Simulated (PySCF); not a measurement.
A GIAO shielding run with PySCF 2.14 (density fitting, non-relativistic, gas phase) on `c1c(SC)nc(OC)pc1`, C6H8NOPS:

```
{"job": {"kind": "nmr", "xc": "PBE0", "basis": "pcSseg-1"}, "charge": 0, "multiplicity": 1}
C      1.641440    -1.967024    -0.594635
O      2.183786    -0.662443    -0.559234
C      1.357964     0.336466    -0.210156
N      0.112929     0.053705     0.074091
C     -0.754707     0.992050     0.426523
S     -2.388891     0.454268     0.776495
C     -2.234161    -1.328792     0.492939
C     -0.469111     2.348455     0.537653
C      0.789426     2.844660     0.279278
P      2.167903     1.905984    -0.206780
H      2.456040    -2.622105    -0.894813
H      0.822334    -2.024457    -1.315288
H      1.265567    -2.254843     0.389986
H     -1.489817    -1.731773     1.171456
H     -1.940857    -1.499820    -0.537407
H     -3.209930    -1.759571     0.691926
H     -1.267922     3.011417     0.835502
H      0.949248     3.910142     0.384154
```

Hardware: 1 thread of an x86-64 server CPU, shared host. The job also computes population analyses, field gradients, ring-centre shieldings.

(1) How large is the calculation?

(2) How long does it take?

## Answers

(1) 90 electrons, 224 basis functions and 1201 auxiliary functions.

(2) 30 s of wall time, with 14 SCF cycles and 5 response iterations. Times on a shared host scatter by some tens of per cent.
